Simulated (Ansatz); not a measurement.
Cost and result up the ladder for B(AsH3)H3 (BAsH₆) (8 atoms). Total charge 0; singlet. Geometry: B3LYP-D4/def2-TZVP.

```xyz
8

B     0.286   -0.962    0.707
As   -0.202    0.679   -0.499
H    -1.656    1.031   -0.704
H     0.233    0.680   -1.945
H     0.305    2.048   -0.113
H    -0.265   -1.865    0.137
H    -0.187   -0.646    1.765
H     1.486   -0.965    0.652
```

Ansatz on 4 threads of Arm Neoverse V2 on a shared host. Times are rough, and most runs start from the orbitals of an earlier one. ωB97M-V/def2-TZVP serves as the yardstick here, not as an exact answer. Differences are given only for rows in sets of like size (and for xTB, whose basis is part of the method), since another set adds its own error. Binding counts from free atoms at the same level (B doublet, As quartet, H doublet; other spins of the atoms weren't run), without zero-point energy or a counterpoise term.

The 6-31G sets use Cartesian d functions. LC-ωPBE has ω = 0.4 bohr⁻¹. B3LYP takes the VWN-RPA correlation. Correlated methods freeze 10 core orbitals; core or outer-core shells of As are correlated, in sets that lack core-valence functions.

Correlated methods converge slowly with the basis.

```json
{"level": "HF/6-31G", "functions": "50", "wall time": "0.2 s"}
{"level": "PBE-D4/def2-SVP", "functions": "76", "wall time": "0.35 s"}
{"level": "B3LYP-D4/6-31G", "functions": "50", "wall time": "0.4 s"}
{"level": "HF/def2-TZVP", "functions": "115", "wall time": "0.45 s"}
{"level": "PBE-D4/def2-TZVP", "functions": "115", "wall time": "0.55 s"}
{"level": "PBE0-D4/def2-SVP", "functions": "76", "wall time": "0.55 s"}
{"level": "MP2/def2-TZVP", "functions": "115", "wall time": "0.55 s"}
{"level": "BLYP-D4/def2-TZVP", "functions": "115", "wall time": "0.7 s"}
{"level": "B3LYP-D4/def2-TZVP", "functions": "115", "wall time": "0.7 s"}
{"level": "LC-ωPBE/def2-TZVP", "functions": "115", "wall time": "0.8 s"}
{"level": "ωB97X-V/def2-TZVP", "functions": "115", "wall time": "2.1 s"}
{"level": "B97M-V/def2-TZVP", "functions": "115", "wall time": "2.5 s"}
{"level": "ωB97M-V/def2-TZVP", "functions": "115", "wall time": "2.5 s"}
{"level": "CCSD(T)/def2-TZVPP", "functions": "163", "wall time": "15 s"}
```

Estimate what each level gives for the binding energy per atom (eV).


```tsv
level	binding energy per atom (eV)	difference from ωB97M-V/def2-TZVP (eV)
HF/6-31G	1.94	–
PBE-D4/def2-SVP	2.83	–
B3LYP-D4/6-31G	2.78	–
HF/def2-TZVP	2.09	-0.74
PBE-D4/def2-TZVP	2.83	0.00
PBE0-D4/def2-SVP	2.81	–
MP2/def2-TZVP	2.66	-0.17
BLYP-D4/def2-TZVP	2.83	0.00
B3LYP-D4/def2-TZVP	2.86	0.03
LC-ωPBE/def2-TZVP	2.79	-0.04
ωB97X-V/def2-TZVP	2.85	0.03
B97M-V/def2-TZVP	2.86	0.03
ωB97M-V/def2-TZVP	2.83	0.00
CCSD(T)/def2-TZVPP	2.77	-0.06
```
